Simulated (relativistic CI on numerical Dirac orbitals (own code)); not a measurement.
**Calculated levels, W⁶⁺**

Method of calculation: Dirac-Coulomb-Breit CI, separate exchange-only KLI orbitals for each configuration, a model potential for QED, unscaled Slater integrals (own radial code, finite nucleus).

CI space (outside the closed core [Kr] 4d10): 4f¹⁴5s²5p⁶, 4f¹⁴5s²5p⁵5d, 4f¹³5s²5p⁶5d, 4f¹⁴5s²5p⁵5f, 4f¹⁴5s5p⁶5d, 4f¹³5s²5p⁶6s, 4f¹⁴5s²5p⁵6s, 4f¹⁴5s²5p⁵5g, 4f¹³5s²5p⁶6p, 4f¹⁴5s²5p⁵6p, 4f¹⁴5s5p⁶5f, 4f¹³5s²5p⁶6d. Double excitations out of closed p, d and f shells are left out; levels of such configurations are missing from the list, as are those of other unlisted configurations, and high levels can miss mixing partners.

| No. | Configuration | Term | J | E (eV) | % | jj configuration (%) |
| --- | --- | --- | --- | --- | --- | --- |
| 1 | 4f¹⁴5s²5p⁶ | ¹S | 0 | 0.0000 | 100 | closed (100) |
| 2 | 4f¹³5s²5p⁶5d | ³P° | 2 | 36.5229 | 84 | 4f7/2^7 5d3/2 (84) |
| 3 | 4f¹³5s²5p⁶5d | ³H° | 5 | 37.4662 | 56 | 4f7/2^7 5d3/2 (97) |
| 4 | 4f¹³5s²5p⁶5d | ³P° | 1 | 37.9046 | 64 | 4f7/2^7 5d5/2 (47) |
| 5 | 4f¹³5s²5p⁶5d | ³D° | 3 | 37.9204 | 49 | 4f7/2^7 5d3/2 (93) |
| 6 | 4f¹⁴5s²5p⁵5d | ³P° | 0 | 38.0705 | 79 | 5p3/2^3 5d3/2 (79) |
| 7 | 4f¹³5s²5p⁶5d | ³F° | 4 | 38.2202 | 44 | 4f7/2^7 5d3/2 (87) |
| 8 | 4f¹³5s²5p⁶5d | ³H° | 6 | 38.4616 | 100 | 4f7/2^7 5d5/2 (100) |
| 9 | 4f¹³5s²5p⁶5d | ¹D° | 2 | 38.7298 | 47 | 4f7/2^7 5d5/2 (84) |
| 10 | 4f¹³5s²5p⁶5d | ³H° | 4 | 39.1032 | 40 | 4f7/2^7 5d5/2 (60) |
| 11 | 4f¹³5s²5p⁶5d | ³D° | 3 | 39.4352 | 44 | 4f7/2^7 5d5/2 (90) |
| 12 | 4f¹³5s²5p⁶5d | ³G° | 5 | 39.6544 | 78 | 4f7/2^7 5d5/2 (95) |
| 13 | 4f¹³5s²5p⁶5d | ³H° | 4 | 39.6928 | 48 | 4f5/2^5 4f7/2^8 5d3/2 (68) |
| 14 | 4f¹⁴5s²5p⁵5d | ³P° | 1 | 39.7577 | 63 | 5p3/2^3 5d3/2 (64) |
| 15 | 4f¹³5s²5p⁶5d | ¹D° | 2 | 39.9335 | 44 | 4f5/2^5 4f7/2^8 5d3/2 (94) |
| 16 | 4f¹³5s²5p⁶5d | ³P° | 0 | 40.1189 | 79 | 4f5/2^5 4f7/2^8 5d5/2 (79) |
| 17 | 4f¹³5s²5p⁶5d | ¹P° | 1 | 40.3370 | 68 | 4f5/2^5 4f7/2^8 5d3/2 (72) |
| 18 | 4f¹³5s²5p⁶5d | ¹F° | 3 | 40.6529 | 44 | 4f5/2^5 4f7/2^8 5d3/2 (41) |
| 19 | 4f¹³5s²5p⁶5d | ³D° | 1 | 40.7774 | 62 | 4f5/2^5 4f7/2^8 5d5/2 (86) |
| 20 | 4f¹³5s²5p⁶5d | ³G° | 3 | 40.8525 | 61 | 4f5/2^5 4f7/2^8 5d3/2 (56) |
| 21 | 4f¹³5s²5p⁶5d | ³H° | 5 | 40.9091 | 42 | 4f5/2^5 4f7/2^8 5d5/2 (96) |
| 22 | 4f¹⁴5s²5p⁵5d | ³P° | 2 | 40.9684 | 38 | 5p3/2^3 5d3/2 (49) |
| 23 | 4f¹³5s²5p⁶5d | ³D° | 2 | 41.1261 | 33 | 4f5/2^5 4f7/2^8 5d5/2 (74) |
| 24 | 4f¹⁴5s²5p⁵5d | ³F° | 4 | 41.2122 | 75 | 5p3/2^3 5d5/2 (75) |
| 25 | 4f¹³5s²5p⁶5d | ³F° | 3 | 41.8666 | 41 | 4f5/2^5 4f7/2^8 5d5/2 (80) |
| 26 | 4f¹³5s²5p⁶5d | ³G° | 4 | 41.9135 | 47 | 4f5/2^5 4f7/2^8 5d5/2 (87) |
| 27 | 4f¹⁴5s²5p⁵5d | ¹D° | 2 | 42.1237 | 49 | 5p3/2^3 5d5/2 (49) |
| 28 | 4f¹⁴5s²5p⁵5d | ³D° | 3 | 43.4375 | 63 | 5p3/2^3 5d5/2 (97) |
| 29 | 4f¹⁴5s²5p⁵5d | ³D° | 1 | 47.6357 | 74 | 5p3/2^3 5d5/2 (46) |
| 30 | 4f¹⁴5s²5p⁵5d | ³F° | 2 | 51.2062 | 66 | 5p1/2 5p3/2^4 5d3/2 (98) |
| 31 | 4f¹³5s²5p⁶6s | ³F° | 4 | 52.4573 | 100 | 4f7/2^7 6s (100) |
| 32 | 4f¹³5s²5p⁶6s | ¹F° | 3 | 52.5517 | 53 | 4f7/2^7 6s (98) |
| 33 | 4f¹⁴5s²5p⁵5d | ³D° | 2 | 52.5581 | 44 | 5p1/2 5p3/2^4 5d5/2 (94) |
| 34 | 4f¹⁴5s²5p⁵5d | ¹F° | 3 | 53.1707 | 38 | 5p1/2 5p3/2^4 5d5/2 (95) |
| 35 | 4f¹⁴5s²5p⁵6s | ³P° | 2 | 54.5693 | 97 | 5p3/2^3 6s (97) |
| 36 | 4f¹³5s²5p⁶6s | ³F° | 2 | 54.6027 | 99 | 4f5/2^5 4f7/2^8 6s (99) |
| 37 | 4f¹³5s²5p⁶6s | ³F° | 3 | 54.7087 | 51 | 4f5/2^5 4f7/2^8 6s (98) |
| 38 | 4f¹⁴5s²5p⁵6s | ¹P° | 1 | 55.0875 | 63 | 5p3/2^3 6s (99) |
| 39 | 4f¹⁴5s²5p⁵5d | ¹P° | 1 | 60.3169 | 81 | 5p1/2 5p3/2^4 5d3/2 (65) |
| 40 | 4f¹³5s²5p⁶6p | ³D | 3 | 61.6420 | 67 | 4f7/2^7 6p1/2 (98) |
| 41 | 4f¹³5s²5p⁶6p | ³G | 4 | 61.7469 | 46 | 4f7/2^7 6p1/2 (99) |
| 42 | 4f¹⁴5s²5p⁵6p | ³S | 1 | 63.4558 | 52 | 5p3/2^3 6p1/2 (92) |
| 43 | 4f¹⁴5s²5p⁵6p | ³D | 2 | 63.5817 | 34 | 5p3/2^3 6p1/2 (64) |
| 44 | 4f¹³5s²5p⁶6p | ³G | 3 | 63.8091 | 81 | 4f5/2^5 4f7/2^8 6p1/2 (94) |
| 45 | 4f¹³5s²5p⁶6p | ¹D | 2 | 63.9912 | 45 | 4f5/2^5 4f7/2^8 6p1/2 (89) |
| 46 | 4f¹³5s²5p⁶6p | ³G | 5 | 64.0540 | 100 | 4f7/2^7 6p3/2 (100) |
| 47 | 4f¹³5s²5p⁶6p | ¹D | 2 | 64.2798 | 43 | 4f7/2^7 6p3/2 (72) |
| 48 | 4f¹³5s²5p⁶6p | ¹F | 3 | 64.3210 | 58 | 4f7/2^7 6p3/2 (91) |
| 49 | 4f¹³5s²5p⁶6p | ³F | 4 | 64.4749 | 76 | 4f7/2^7 6p3/2 (99) |
| 50 | 4f¹⁴5s²5p⁵6s | ³P° | 0 | 65.4240 | 100 | 5p1/2 5p3/2^4 6s (100) |
| 51 | 4f¹⁴5s²5p⁵6s | ³P° | 1 | 65.6971 | 63 | 5p1/2 5p3/2^4 6s (100) |
| 52 | 4f¹³5s²5p⁶6p | ³D | 1 | 65.9019 | 68 | 4f5/2^5 4f7/2^8 6p3/2 (68) |
| 53 | 4f¹⁴5s²5p⁵6p | ³D | 3 | 66.0178 | 96 | 5p3/2^3 6p3/2 (96) |
| 54 | 4f¹⁴5s²5p⁵6p | ¹P | 1 | 66.2310 | 42 | 5p3/2^3 6p3/2 (62) |
| 55 | 4f¹³5s²5p⁶6p | ³G | 4 | 66.2797 | 52 | 4f5/2^5 4f7/2^8 6p3/2 (100) |
| 56 | 4f¹³5s²5p⁶6p | ³F | 2 | 66.4485 | 62 | 4f5/2^5 4f7/2^8 6p3/2 (96) |
| 57 | 4f¹³5s²5p⁶6p | ³F | 3 | 66.5993 | 52 | 4f5/2^5 4f7/2^8 6p3/2 (98) |
| 58 | 4f¹⁴5s²5p⁵6p | ³P | 2 | 66.7285 | 68 | 5p3/2^3 6p3/2 (97) |
| 59 | 4f¹⁴5s²5p⁵6p | ¹S | 0 | 68.1329 | 54 | 5p3/2^3 6p3/2 (98) |
| 60 | 4f¹⁴5s²5p⁵6p | ³D | 1 | 74.4530 | 66 | 5p1/2 5p3/2^4 6p1/2 (91) |
| 61 | 4f¹⁴5s²5p⁵6p | ³P | 0 | 76.2277 | 54 | 5p1/2 5p3/2^4 6p1/2 (98) |
| 62 | 4f¹⁴5s²5p⁵5f | ³D | 2 | 76.7762 | 35 | 5p1/2 5p3/2^4 6p3/2 (53) |
| 63 | 4f¹⁴5s²5p⁵5f | ³D | 1 | 76.8634 | 66 | 5p3/2^3 5f5/2 (66) |
| 64 | 4f¹⁴5s²5p⁵6p | ³P | 1 | 77.2142 | 43 | 5p1/2 5p3/2^4 6p3/2 (79) |
| 65 | 4f¹³5s²5p⁶6d | ³P° | 2 | 77.4039 | 78 | 4f7/2^7 6d3/2 (92) |
| 66 | 4f¹³5s²5p⁶6d | ³H° | 5 | 77.5725 | 51 | 4f7/2^7 6d3/2 (98) |
| 67 | 4f¹⁴5s²5p⁵5f | ³D | 2 | 77.6446 | 41 | 5p1/2 5p3/2^4 6p3/2 (44) |
| 68 | 4f¹³5s²5p⁶6d | ³D° | 3 | 77.7197 | 51 | 4f7/2^7 6d3/2 (97) |
| 69 | 4f¹³5s²5p⁶6d | ³G° | 4 | 77.8096 | 43 | 4f7/2^7 6d3/2 (99) |
| 70 | 4f¹³5s²5p⁶6d | ³H° | 6 | 77.9246 | 100 | 4f7/2^7 6d5/2 (100) |

Energies count from the lowest computed level; ° marks odd parity. Filled j subshells are mostly left out of the jj labels.

The mean weight of the leading LS term, summed over parents, in these 70 levels is 61 %, and that of the leading jj configuration (from the same eigenvectors) 84 %, so jj coupling describes them better and the LS labels are nominal.

At this charge configurations can still be misplaced by up to about 7 % of their energy. Levels and lines within the n = 5 or 6 shells can be off by up to 10 % or somewhat more, and those that change n by about 2 %, since core polarisation is missing. Levels that differ in their count of f electrons can be misplaced by several ten thousand cm⁻¹, since the correlation energy of f electrons is missing or only estimated; rates across such gaps can be off by orders of magnitude.

LS names give the leading component of a level, which can be under half, so a name can repeat, a term be missing and a line seem to break the LS rules.
